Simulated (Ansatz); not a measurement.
Consider the redistribution: `OB(F)[SiH2]Br` + `[SiH3][O][GeH2][SiH3]` → `[SiH3]O[SiH2]Br` + `O[B](F)[GeH2][SiH3]`.

Isolated molecules relaxed with PBE0-D4/def2-TZVP in Ansatz; ΔE leaves out vibrations. CBS: MP2 limit from def2 TZ/QZ plus the TZ coupled-cluster correction, frozen cores. Functionals use def2-TZVPP. B3LYP here is the variant with VWN-RPA as its local correlation; programs differ in this. For Br, Ge outer-core shells are correlated without core-valence functions, which leaves a few kJ/mol of doubt a bond. Scalar relativity is left out up to krypton. Each species was taken in one conformer, which may not be the lowest.

```json
{"level": "PBE-D4", "ΔE (kJ/mol)": "-84.3", "difference from CCSD(T)/CBS": "13.1"}
{"level": "r2SCAN-D4", "ΔE (kJ/mol)": "-94.0", "difference from CCSD(T)/CBS": "3.4"}
{"level": "PBE0-D4", "ΔE (kJ/mol)": "-89.3", "difference from CCSD(T)/CBS": "8.1"}
{"level": "B3LYP-D4", "ΔE (kJ/mol)": "-90.7", "difference from CCSD(T)/CBS": "6.7"}
{"level": "ωB97M-V", "ΔE (kJ/mol)": "-94.9", "difference from CCSD(T)/CBS": "2.5"}
{"level": "B2PLYP", "ΔE (kJ/mol)": "-92.9", "difference from CCSD(T)/CBS": "4.5"}
{"level": "r2SCAN", "ΔE (kJ/mol)": "-94.1", "difference from CCSD(T)/CBS": "3.3"}
{"level": "MP2/def2-TZVPP", "ΔE (kJ/mol)": "-97.8", "difference from CCSD(T)/CBS": "-0.4"}
{"level": "SCS-MP2/def2-TZVPP", "ΔE (kJ/mol)": "-93.7", "difference from CCSD(T)/CBS": "3.7"}
{"level": "CCSD/def2-TZVPP", "ΔE (kJ/mol)": "-94.1", "difference from CCSD(T)/CBS": "3.3"}
{"level": "CCSD(T)/def2-TZVPP", "ΔE (kJ/mol)": "-92.8", "difference from CCSD(T)/CBS": "4.6"}
{"level": "HF/def2-QZVPP", "ΔE (kJ/mol)": "-94.2", "difference from CCSD(T)/CBS": "3.2"}
{"level": "MP2/def2-QZVPP", "ΔE (kJ/mol)": "-100.6", "difference from CCSD(T)/CBS": "-3.2"}
{"level": "HF/CBS(def2)", "ΔE (kJ/mol)": "-94.3", "difference from CCSD(T)/CBS": "3.1"}
{"level": "MP2/CBS(def2)", "ΔE (kJ/mol)": "-102.4", "difference from CCSD(T)/CBS": "-5.0"}
{"level": "CCSD/CBS(def2)", "ΔE (kJ/mol)": "-98.7", "difference from CCSD(T)/CBS": "-1.3"}
{"level": "CCSD(T)/CBS", "ΔE (kJ/mol)": "-97.4", "difference from CCSD(T)/CBS": "0"}
```

Largest T1 diagnostic among the species: 0.013.

From PBE to PBE0 (25 % exact exchange), in def2-TZVPP and without D4, ΔE moves by −4.9 kJ/mol.
